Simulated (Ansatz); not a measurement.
Compare A (`C=[C](C)[GeH3]`) with its isomer B (`[CH3][GeH]1[CH2][CH2]1`).

Gas-phase electronic energies from Ansatz, PBE0-D4/def2-TZVP geometries. CCSD(T)/CBS is the MP2 limit (def2-TZVPP, def2-QZVPP) plus CCSD(T) − MP2 in def2-TZVPP, frozen cores. DFT in def2-TZVPP. B3LYP here is the variant with VWN-RPA as its local correlation; programs differ in this. For Ge outer-core shells are correlated without core-valence functions, which leaves a few kJ/mol of doubt a bond. Scalar relativity is left out up to krypton.

A:

Z-matrix (Å, degrees):
```
C
C 1 1.496
H 1 1.093 2 111.5
H 1 1.095 2 111.1 3 -120.8
H 1 1.095 2 111.1 3 120.8
Ge 2 1.949 1 117.9 3 179.9
C 2 1.329 1 122.5 3 -0.1
H 6 1.541 2 110.2 1 59.0
H 6 1.537 2 109.5 1 179.6
H 6 1.541 2 110.2 1 -59.7
H 7 1.085 2 122.3 1 -180.0
H 7 1.089 2 121.2 1 0.0
```

B:

```xyz
12

C    -1.911   -0.193   -0.298
Ge   -0.196   -0.453    0.577
C     1.171    0.914    0.406
C     1.432   -0.315   -0.471
H    -2.320   -1.145   -0.637
H    -2.624    0.275    0.382
H    -1.771    0.457   -1.162
H    -0.159   -1.335    1.823
H     0.911    1.833   -0.110
H     1.851    1.076    1.235
H     1.338   -0.177   -1.543
H     2.278   -0.937   -0.200
```

(1) Which is lower in electronic energy at CCSD(T)/CBS, and by how much? (Estimate.)

(2) Give E(B) − E(A) in kcal/mol with CCSD(T)/def2-TZVPP, PBE0-D4, B3LYP, CCSD/def2-TZVPP, B3LYP-D4, B2PLYP, r2SCAN-D4. (Best estimate.)

Largest T1 diagnostic: 0.011.

Results:

(1) Computed: A, by 3.9 kcal/mol.

(2) The calculation gave: CCSD(T)/def2-TZVPP 4.9, PBE0-D4 2.6, B3LYP 7.2, CCSD/def2-TZVPP 5.4, B3LYP-D4 7.8, B2PLYP 5.8, r2SCAN-D4 3.5. None reverses the order clearly.

In def2-TZVPP, CCSD(T) changes the Hartree–Fock value by −8.2 kcal/mol (the triples alone add −0.5 kcal/mol) and MP2 by −11.4 kcal/mol.
